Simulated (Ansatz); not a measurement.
Consider the hydrogen abstraction from the Si–H bond: `F[SiH](Cl)[GeH3]` + `[SiH3]`• → `F[Si](Cl)[GeH3]`• + SiH₄.

Program: Ansatz. Geometries: PBE0-D4/def2-TZVP. ΔE: electronic, gas phase. CCSD(T)/CBS is the MP2 limit (def2-TZVPP, def2-QZVPP) plus CCSD(T) − MP2 in def2-TZVPP, frozen cores. This one scheme is used for every species. Open shells (•) are unrestricted, without spin–orbit coupling. For Ge outer-core shells are correlated without core-valence functions, which leaves a few kJ/mol of doubt a bond. Scalar relativity is left out up to krypton.

| level | ΔE (kJ/mol) |
| --- | --- |
| CCSD(T)/def2-SVP | -2.8 |
| MP2/CBS(def2) | -3.3 |

(1) What does CCSD(T)/CBS give? (Estimate.)

(2) What do rigid-rotor, harmonic-oscillator terms from PBE0-D4/def2-TZVP frequencies (298.15 K, 1 bar) make of the CCSD(T)/CBS value? (Estimate.)

Largest T1 diagnostic among the species: 0.015.

Results:

(1) Computed: -5.4 kJ/mol. The listed levels differ from it by 2.6, 2.1 kJ/mol.

(2) Ansatz gave: ΔZPE = +2.2 kJ/mol, ΔH = -3.2 kJ/mol, ΔS = -6 J/(mol·K), ΔG = -1.3 kJ/mol. Open shells count their whole term as degenerate.

From PBE to PBE0 (25 % exact exchange), in def2-TZVPP and without D4, ΔE moves by +6.2 kJ/mol. Leaving LDA and LC-ωPBE aside and taking each functional with its dispersion term where it has one, the values, not all of them listed here, spread over 15.8 kJ/mol, from BLYP-D4 to PBE-QIDH.
